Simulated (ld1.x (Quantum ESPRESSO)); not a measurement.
## Pseudopotential generation for bismuth: TM, PBE, fully relativistic.

ld1.x (Quantum ESPRESSO) 7.5 was run on this input:

```
&input
   title='Bi', zed=83., rel=2, dft='PBE', iswitch=3,
   config='[Xe] 4f14 5d10 6s2 6p3', rel_dist='average',
   nld=5, rlderiv=2.70, eminld=-4.0, emaxld=5.0, deld=0.02
 /
 &inputp
   pseudotype=2, tm=.true., lloc=0,
   nlcc=.true., rcore=0.60,
   file_pseudopw='Bi.UPF', file_wfcaegen='ae.wfc', file_wfcncgen='nc.wfc', file_beta='beta', file_chi='chi'
 /
3
6P  2  1   3.00   0.00  2.50  2.50  0.0
5D  3  2  10.00   0.00  1.30  1.30  0.0
6S  1  0   2.00   0.00  1.45  1.45  0.0
 &test
   configts(1)='5d10 6s2 6p3'
 /
```

Command:

```bash
ld1.x < Bi.in > Bi.out
```

Output (shortened: banner, matrices, multipoles, cross overlaps and the repeated all-electron block are left out):

```
Program LD1 v.7.5
     --------------------------- All-electron run ----------------------------

     Bi
     dirac relativistic calculation

     atomic number is 83.00
     dft =PBE   lsd =0 sic =0 latt =0  beta=0.20 tr2=1.0E-14
     Exchange-correlation= PBE
                           (   1   4   3   4   0   0   0)
     mesh =1283 r(mesh) = 100.09897 a.u. xmin = -7.00 dx = 0.01250
     1 Ry =  13.60569312 eV, c = 137.03599908

     n l j   nl                  e(Ry)          e(Ha)          e(eV)
     Spin orbit split results
     1 0 0.5 1S 1( 2.00)     -6653.2749     -3326.6374    -90522.4159
     2 0 0.5 2S 1( 2.00)     -1194.2912      -597.1456    -16249.1596
     2 1 0.5 2P 1( 2.00)     -1147.2641      -573.6321    -15609.3238
     2 1 1.5 2P 1( 4.00)      -976.7325      -488.3663    -13289.1227
     3 0 0.5 3S 1( 2.00)      -288.2370      -144.1185     -3921.6640
     3 1 0.5 3P 1( 2.00)      -267.0313      -133.5156     -3633.1456
     3 1 1.5 3P 1( 4.00)      -228.8476      -114.4238     -3113.6298
     4 0 0.5 4S 1( 2.00)       -66.1485       -33.0743      -899.9965
     4 1 0.5 4P 1( 2.00)       -56.9338       -28.4669      -774.6231
     4 1 1.5 4P 1( 4.00)       -47.5242       -23.7621      -646.5991
     3 2 1.5 3D 1( 4.00)      -194.1892       -97.0946     -2642.0787
     3 2 2.5 3D 1( 6.00)      -186.0967       -93.0483     -2531.9745
     5 0 0.5 5S 1( 2.00)       -11.5544        -5.7772      -157.2051
     5 1 0.5 5P 1( 2.00)        -8.3633        -4.1816      -113.7881
     5 1 1.5 5P 1( 4.00)        -6.5520        -3.2760       -89.1448
     4 2 1.5 4D 1( 4.00)       -32.5632       -16.2816      -443.0454
     4 2 2.5 4D 1( 6.00)       -30.8075       -15.4038      -419.1578
     4 3 2.5 4F 1( 6.00)       -11.3949        -5.6974      -155.0352
     4 3 3.5 4F 1( 8.00)       -10.9914        -5.4957      -149.5455
     5 2 1.5 5D 1( 4.00)        -2.1122        -1.0561       -28.7383
     5 2 2.5 5D 1( 6.00)        -1.8920        -0.9460       -25.7422
     6 0 0.5 6S 1( 2.00)        -1.0581        -0.5290       -14.3956
     6 1 0.5 6P 1( 1.00)        -0.4401        -0.2200        -5.9877
     6 1 1.5 6P 1( 2.00)        -0.2989        -0.1495        -4.0669
     Averaged results
     1 0     1S 1( 2.00)     -6653.2749     -3326.6374    -90522.4159
     2 0     2S 1( 2.00)     -1194.2912      -597.1456    -16249.1596
     2 1     2P 1( 6.00)     -1033.5764      -516.7882    -14062.5230
     3 0     3S 1( 2.00)      -288.2370      -144.1185     -3921.6640
     3 1     3P 1( 6.00)      -241.5755      -120.7877     -3286.8017
     4 0     4S 1( 2.00)       -66.1485       -33.0743      -899.9965
     4 1     4P 1( 6.00)       -50.6607       -25.3303      -689.2738
     3 2     3D 1(10.00)      -189.3337       -94.6668     -2576.0161
     5 0     5S 1( 2.00)       -11.5544        -5.7772      -157.2051
     5 1     5P 1( 6.00)        -7.1558        -3.5779       -97.3592
     4 2     4D 1(10.00)       -31.5098       -15.7549      -428.7128
     4 3     4F 1(14.00)       -11.1643        -5.5822      -151.8982
     5 2     5D 1(10.00)        -1.9801        -0.9900       -26.9406
     6 0     6S 1( 2.00)        -1.0581        -0.5290       -14.3956
     6 1     6P 1( 3.00)        -0.3460        -0.1730        -4.7072

     final scf error:  3.4E-15 reached in  26 iterations

     Etot =  -43162.936804 Ry,  -21581.468402 Ha, -587261.672437 eV

     Ekin =   50495.709085 Ry,   25247.854543 Ha,  687029.121844 eV
     Encl = -109458.045722 Ry,  -54729.022861 Ha,-1489252.579931 eV
     Eh   =   16596.651679 Ry,    8298.325839 Ha,  225808.949611 eV
     Exc  =    -797.251846 Ry,    -398.625923 Ha,  -10847.163960 eV

     normalization and overlap integrals

     s(1S/1S) =  1.000000  <r> =   0.0158  <r2> =    0.0003  r(max) =   0.0096
     s(2S/2S) =  1.000000  <r> =   0.0658  <r2> =    0.0052  r(max) =   0.0561
     s(2P/2P) =  1.000000  <r> =   0.0539  <r2> =    0.0036  r(max) =   0.0415
     s(2P/2P) =  1.000000  <r> =   0.0629  <r2> =    0.0048  r(max) =   0.0489
     s(3S/3S) =  1.000000  <r> =   0.1710  <r2> =    0.0336  r(max) =   0.1582
     s(3P/3P) =  1.000000  <r> =   0.1615  <r2> =    0.0305  r(max) =   0.1486
     s(3P/3P) =  1.000000  <r> =   0.1780  <r2> =    0.0368  r(max) =   0.1643
     s(4S/4S) =  1.000000  <r> =   0.3768  <r2> =    0.1605  r(max) =   0.3565
     s(4P/4P) =  1.000000  <r> =   0.3777  <r2> =    0.1625  r(max) =   0.3521
     s(4P/4P) =  1.000000  <r> =   0.4124  <r2> =    0.1933  r(max) =   0.3843
     s(3D/3D) =  1.000000  <r> =   0.1545  <r2> =    0.0280  r(max) =   0.1279
     s(3D/3D) =  1.000000  <r> =   0.1595  <r2> =    0.0297  r(max) =   0.1312
     s(5S/5S) =  1.000000  <r> =   0.8317  <r2> =    0.7749  r(max) =   0.7739
     s(5P/5P) =  1.000000  <r> =   0.8855  <r2> =    0.8837  r(max) =   0.8034
     s(5P/5P) =  1.000000  <r> =   0.9751  <r2> =    1.0721  r(max) =   0.8879
     s(4D/4D) =  1.000000  <r> =   0.4161  <r2> =    0.2000  r(max) =   0.3748
     s(4D/4D) =  1.000000  <r> =   0.4271  <r2> =    0.2105  r(max) =   0.3843
     s(4F/4F) =  1.000000  <r> =   0.4381  <r2> =    0.2291  r(max) =   0.3391
     s(4F/4F) =  1.000000  <r> =   0.4442  <r2> =    0.2356  r(max) =   0.3434
     s(5D/5D) =  1.000000  <r> =   1.2108  <r2> =    1.6970  r(max) =   1.0188
     s(5D/5D) =  1.000000  <r> =   1.2548  <r2> =    1.8260  r(max) =   1.0446
     s(6S/6S) =  1.000000  <r> =   2.1764  <r2> =    5.3674  r(max) =   1.8798
     s(6P/6P) =  1.000000  <r> =   2.7510  <r2> =    8.7588  r(max) =   2.2393
     s(6P/6P) =  1.000000  <r> =   3.2038  <r2> =   11.9475  r(max) =   2.5694

     ------------------------ End of All-electron run ------------------------

     --------------------- Generating NC pseudopotential ---------------------

      Generating local pot.: lloc=0, matching radius rcloc =   1.4500

      Computing core charge for nlcc:

       r > 0.60 : true rho core
       r < 0.60 : rho core = a sin(br)/r    a= 104.59  b=   4.18

      Integrated core pseudo-charge :  27.13

     Fully relativistic calculation: |psi|^2

     Wfc 6P LC norm =  0.99993028 SC norm =  0.00006945 missing  0.00000027

     Wfc 6P LC norm =  0.99994985 SC norm =  0.00004562 missing  0.00000453

     Wfc 5D LC norm =  0.99963713 SC norm =  0.00036284 missing  0.00000003

     Wfc 5D LC norm =  0.99966032 SC norm =  0.00033941 missing  0.00000027

      Wfc   6P  rcut= 2.475  Using Troullier-Martins method

      Wfc   6P  rcut= 2.475  Using Troullier-Martins method

      Wfc   5D  rcut= 1.292  Using Troullier-Martins method

      Wfc   5D  rcut= 1.292  Using Troullier-Martins method

     ------------------- End of pseudopotential generation -------------------

     Computing logarithmic derivative in   2.68432
     Computing logarithmic derivative in   2.68432
     Computing the partial wave expansion
       no projector for channel:   0
     R is outside the sphere for l=    1 j= 0.50
     R is outside the sphere for l=    1 j= 1.50
     R is outside the sphere for l=    2 j= 1.50
     R is outside the sphere for l=    2 j= 2.50

     ---------------------- Testing the pseudopotential ----------------------

     Bi
     dirac relativistic calculation

     atomic number is 83.00   valence charge is 15.00
     dft =PBE   lsd =0 sic =0 latt =0  beta=0.20 tr2=1.0E-14
     mesh =1283 r(mesh) = 100.09897 xmin = -7.00 dx = 0.01250

     n l  j  nl             e AE (Ry)       e PS (Ry)    De AE-PS (Ry)
     3 2 1.5 5D   1( 4.00)       -2.11222       -2.11218       -0.00004
     3 2 2.5 5D   1( 6.00)       -1.89201       -1.89208        0.00007
     1 0 0.5 6S   1( 2.00)       -1.05806       -1.05805       -0.00001
     2 1 0.5 6P   1( 1.00)       -0.44009       -0.44008       -0.00000
     2 1 1.5 6P   1( 2.00)       -0.29891       -0.29892        0.00000

     eps = 9.0E-15  iter = 18

     Etot =  -43162.936804 Ry,  -21581.468402 Ha, -587261.672437 eV
     Etotps =  -232.264986 Ry,    -116.132493 Ha,   -3160.126128 eV

     Ekin =      79.664422 Ry,      39.832211 Ha,    1083.889683 eV
     Encl =    -205.875103 Ry,    -102.937551 Ha,   -2801.073467 eV
     Ehrt =     122.910806 Ry,      61.455403 Ha,    1672.286712 eV
     Ecxc =    -112.453345 Ry,     -56.226672 Ha,   -1530.005696 eV
     (Ecc =     -89.350126 Ry,     -44.675063 Ha,   -1215.670399 eV)
     Epseu=    -116.511768 Ry,     -58.255884 Ha,   -1585.223359 eV

     ---------------------- End of pseudopotential test ----------------------
```

Generation and configuration tests took about 3.2 s on one core of a shared server CPU.

Transferability test of the new file with ld1.x, input:

```
&input
   title='Bi', zed=83., rel=2, dft='PBE', iswitch=2,
   config='[Xe] 4f14 5d10 6s2 6p3', rel_dist='average'
 /
 &test
   file_pseudo='Bi.UPF', nconf=8,
   configts(1)='5d10 6s2 6p3',
   configts(2)='5d10 6s2 6p2',
   configts(3)='5d10 6s2 6p1',
   configts(4)='5d10 6s2 6p0',
   configts(5)='5d10 6s2 6p3.3',
   configts(6)='5d9 6s2 6p4',
   configts(7)='5d10 6s2 6p2.5',
   configts(8)='5d10 6s1 6p0'
 /
```

```bash
ld1.x < Bi.test.in > Bi.test.out
```

Pseudopotential blocks of its output, shortened (energy terms left out):

```
     ---------------------- Testing the pseudopotential ----------------------

     n l  j  nl             e AE (Ry)       e PS (Ry)    De AE-PS (Ry)
     3 2 1.5 5D   1( 4.00)       -2.11222       -2.11218       -0.00004
     3 2 2.5 5D   1( 6.00)       -1.89201       -1.89208        0.00007
     1 0 0.5 6S   1( 2.00)       -1.05806       -1.05805       -0.00001
     2 1 0.5 6P   1( 1.00)       -0.44009       -0.44008       -0.00000
     2 1 1.5 6P   1( 2.00)       -0.29891       -0.29892        0.00000

     eps = 9.0E-15  iter = 18

     Etot =  -43162.936804 Ry,  -21581.468402 Ha, -587261.672437 eV
     Etotps =  -232.264986 Ry,    -116.132493 Ha,   -3160.126128 eV

     ---------------------- End of pseudopotential test ----------------------

          ---------------------- Testing the pseudopotential ----------------------

     n l  j  nl             e AE (Ry)       e PS (Ry)    De AE-PS (Ry)
     3 2 1.5 5D   1( 4.00)       -2.71089       -2.70656       -0.00434
     3 2 2.5 5D   1( 6.00)       -2.48996       -2.48609       -0.00387
     1 0 0.5 6S   1( 2.00)       -1.61994       -1.61918       -0.00076
     2 1 0.5 6P   1( 0.67)       -0.96511       -0.96502       -0.00009
     2 1 1.5 6P   1( 1.33)       -0.79554       -0.79558        0.00004

     eps = 8.8E-15  iter = 17

     Etot =  -43162.344445 Ry,  -21581.172223 Ha, -587253.612994 eV
     Etotps =  -231.672654 Ry,    -115.836327 Ha,   -3152.067030 eV
     dEtot_ae =       0.592358 Ry
     dEtot_ps =       0.592333 Ry,   Delta E=       0.000025 Ry

     ---------------------- End of pseudopotential test ----------------------

          ---------------------- Testing the pseudopotential ----------------------

     n l  j  nl             e AE (Ry)       e PS (Ry)    De AE-PS (Ry)
     3 2 1.5 5D   1( 4.00)       -3.40112       -3.39007       -0.01105  !
     3 2 2.5 5D   1( 6.00)       -3.17884       -3.16885       -0.00999  !
     1 0 0.5 6S   1( 2.00)       -2.25325       -2.25160       -0.00165
     2 1 0.5 6P   1( 0.33)       -1.55750       -1.55756        0.00006
     2 1 1.5 6P   1( 0.67)       -1.35812       -1.35861        0.00049

     eps = 3.2E-15  iter = 12

     Etot =  -43161.210756 Ry,  -21580.605378 Ha, -587238.188365 eV
     Etotps =  -230.538835 Ry,    -115.269417 Ha,   -3136.640641 eV
     dEtot_ae =       1.726047 Ry
     dEtot_ps =       1.726151 Ry,   Delta E=      -0.000104 Ry

     ---------------------- End of pseudopotential test ----------------------

          ---------------------- Testing the pseudopotential ----------------------

     n l  j  nl             e AE (Ry)       e PS (Ry)    De AE-PS (Ry)
     3 2 1.5 5D   1( 4.00)       -4.16077       -4.14099       -0.01979  !
     3 2 2.5 5D   1( 6.00)       -3.93646       -3.91854       -0.01793  !
     1 0 0.5 6S   1( 2.00)       -2.93791       -2.93553       -0.00237
     2 1 0.5 6P   1( 0.00)       -2.19971       -2.20044        0.00074
     2 1 1.5 6P   1( 0.00)       -1.96931       -1.97106        0.00175

     eps = 1.6E-15  iter = 12

     Etot =  -43159.478981 Ry,  -21579.739491 Ha, -587214.626368 eV
     Etotps =  -228.806251 Ry,    -114.403126 Ha,   -3113.067637 eV
     dEtot_ae =       3.457822 Ry
     dEtot_ps =       3.458735 Ry,   Delta E=      -0.000913 Ry

     ---------------------- End of pseudopotential test ----------------------

          ---------------------- Testing the pseudopotential ----------------------

     n l  j  nl             e AE (Ry)       e PS (Ry)    De AE-PS (Ry)
     3 2 1.5 5D   1( 4.00)       -1.95684       -1.95755        0.00071
     3 2 2.5 5D   1( 6.00)       -1.73673       -1.73749        0.00076
     1 0 0.5 6S   1( 2.00)       -0.90947       -0.90961        0.00014
     2 1 0.5 6P   1( 1.10)       -0.30090       -0.30094        0.00003
     2 1 1.5 6P   1( 2.20)       -0.16783       -0.16784        0.00002

     eps = 3.5E-15  iter = 20

     Etot =  -43163.020260 Ry,  -21581.510130 Ha, -587262.807923 eV
     Etotps =  -232.348452 Ry,    -116.174226 Ha,   -3161.261729 eV
     dEtot_ae =      -0.083457 Ry
     dEtot_ps =      -0.083465 Ry,   Delta E=       0.000008 Ry

     ---------------------- End of pseudopotential test ----------------------

          ---------------------- Testing the pseudopotential ----------------------

     n l  j  nl             e AE (Ry)       e PS (Ry)    De AE-PS (Ry)
     3 2 1.5 5D   1( 3.60)       -2.43867       -2.45474        0.01606  !
     3 2 2.5 5D   1( 5.40)       -2.20837       -2.22331        0.01494  !
     1 0 0.5 6S   1( 2.00)       -1.19960       -1.20358        0.00398
     2 1 0.5 6P   1( 1.33)       -0.53316       -0.53061       -0.00255
     2 1 1.5 6P   1( 2.67)       -0.36536       -0.36170       -0.00366

     eps = 5.1E-15  iter = 17

     Etot =  -43161.179923 Ry,  -21580.589961 Ha, -587237.768857 eV
     Etotps =  -230.498575 Ry,    -115.249288 Ha,   -3136.092883 eV
     dEtot_ae =       1.756881 Ry
     dEtot_ps =       1.766411 Ry,   Delta E=      -0.009530 Ry

     ---------------------- End of pseudopotential test ----------------------

          ---------------------- Testing the pseudopotential ----------------------

     n l  j  nl             e AE (Ry)       e PS (Ry)    De AE-PS (Ry)
     3 2 1.5 5D   1( 4.00)       -2.39800       -2.39614       -0.00186
     3 2 2.5 5D   1( 6.00)       -2.17751       -2.17591       -0.00160
     1 0 0.5 6S   1( 2.00)       -1.32809       -1.32774       -0.00035
     2 1 0.5 6P   1( 0.83)       -0.69247       -0.69241       -0.00006
     2 1 1.5 6P   1( 1.67)       -0.53732       -0.53731       -0.00001

     eps = 6.1E-15  iter = 22

     Etot =  -43162.703986 Ry,  -21581.351993 Ha, -587258.504799 eV
     Etotps =  -232.032176 Ry,    -116.016088 Ha,   -3156.958585 eV
     dEtot_ae =       0.232817 Ry
     dEtot_ps =       0.232810 Ry,   Delta E=       0.000007 Ry

     ---------------------- End of pseudopotential test ----------------------

          ---------------------- Testing the pseudopotential ----------------------

     n l  j  nl             e AE (Ry)       e PS (Ry)    De AE-PS (Ry)
     3 2 1.5 5D   1( 4.00)       -5.09131       -5.07049       -0.02082  !
     3 2 2.5 5D   1( 6.00)       -4.86276       -4.84374       -0.01902  !
     1 0 0.5 6S   1( 1.00)       -3.74010       -3.74001       -0.00008
     2 1 0.5 6P   1( 0.00)       -2.95009       -2.95059        0.00050
     2 1 1.5 6P   1( 0.00)       -2.68214       -2.68425        0.00211

     eps = 2.6E-15  iter =  9

     Etot =  -43156.142762 Ry,  -21578.071381 Ha, -587169.234795 eV
     Etotps =  -225.471774 Ry,    -112.735887 Ha,   -3067.699767 eV
     dEtot_ae =       6.794041 Ry
     dEtot_ps =       6.793212 Ry,   Delta E=       0.000829 Ry

     ---------------------- End of pseudopotential test ----------------------
```
